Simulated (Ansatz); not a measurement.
Gas-phase electronic energies from Ansatz, PBE0-D4/def2-TZVP geometries. CCSD(T)/CBS is the MP2 limit (def2-TZVPP, def2-QZVPP) plus CCSD(T) − MP2 in def2-TZVPP, frozen cores. This one scheme is used for every species. Functionals use def2-TZVPP. One conformer a species, not always the lowest.

Reaction (redistribution): `OP[SiH3]` + `CC[SiH2]N` → `CC[SiH2]PO` + `N[SiH3]`

Task: Is it downhill or uphill in electronic energy at CCSD(T)/CBS, and by how much? (Best estimate.)

Result: Computed: Nearly level: ΔE = -0.9 kJ/mol.

Task: What do these levels give: r2SCAN-D4, ωB97X-V, ωB97M-V, PBE, HF/def2-QZVPP, SCS-MP2/def2-QZVPP? (Estimate.)

Result: Computed: r2SCAN-D4 0.2, ωB97X-V -0.6, ωB97M-V -0.6, PBE 2.3, HF/def2-QZVPP 3.9, SCS-MP2/def2-QZVPP -1.3 kJ/mol.

Largest T1 diagnostic among the species: 0.013.

In def2-TZVPP, CCSD(T) changes the Hartree–Fock value by −4.3 kJ/mol (the triples alone add −0.9 kJ/mol) and MP2 by −5.9 kJ/mol. The D4 term adds −4.4 kJ/mol with B3LYP and −2.7 kJ/mol with PBE0; it sums over pairs of atoms, weighted by their polarisabilities, and B3LYP, whose exchange is more repulsive, gets the larger term.

B3LYP here is the variant with VWN-RPA as its local correlation; programs differ in this.
